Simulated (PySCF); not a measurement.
State search for CaI

Unrestricted PBE0; Ca x2c-TZVPall, I x2c-TZVPall; spin-free X2C with a Gaussian nucleus (PySCF 2.14). Outer shells of the fragments: Ca 4s2; I 4d10 5s2 5p5.

Followed along the bond (rough minima from three points):

```json
{"2Ms+1": "2", "unpaired": "σ ↑", "⟨S²⟩ at the start": "0.75", "R at minimum (Å)": "2.84", "Te (eV)": "0.00"}
{"2Ms+1": "4", "unpaired": "σ ↑, π ↑↑", "⟨S²⟩ at the start": "3.75", "R at minimum (Å)": "none in the scan", "Te (eV)": "≤ 4.76"}
```

Solutions found at the starting distance of 2.900 Å, counted from the lowest of them; the search is not exhaustive and high or unbound solutions are not listed, so other states can lie among these:

| 2Ms+1 | unpaired | term | E (eV) | ⟨S²⟩ | ⟨Lz²⟩ | μ (D) |
| --- | --- | --- | --- | --- | --- | --- |
| 2 | σ ↑ | ²Σ⁺ | 0.00 | 0.75 | 0.00 | -4.53 |
| 2 | π ↑ | ²Π | 1.69 | 0.75 | 1.00 | -4.57 |
| 2 | δ ↑ | ²Δ | 2.10 | 0.75 | 4.00 | -8.73 |
| 4 | σ ↑, π ↑↑ | mixed | 4.97 | 3.75 | 2.02 | 2.20 |
| 4 | σ ↑, π ↑↑ | mixed | 5.11 | 3.75 | 2.01 | 3.39 |
| 4 | σ ↑↑, π ↑ | mixed | 5.23 | 3.75 | 1.31 | 5.38 |
| 4 | σ ↑, π ↑, δ ↑ | mixed | 5.54 | 3.75 | 5.01 | 2.94 |
| 4 | σ ↑, π ↑, δ ↑ | mixed | 5.55 | 3.75 | 4.98 | 2.96 |

A term symbol is given only where ⟨S²⟩ and ⟨Lz²⟩ are close to those of a pure state; real π, δ and φ orbitals otherwise mix terms. A positive dipole means Ca(−)I(+).

Spin–orbit coupling is left out. Counting both spins, an empty level lies below a filled one in some of these solutions, because spin and occupation are held.
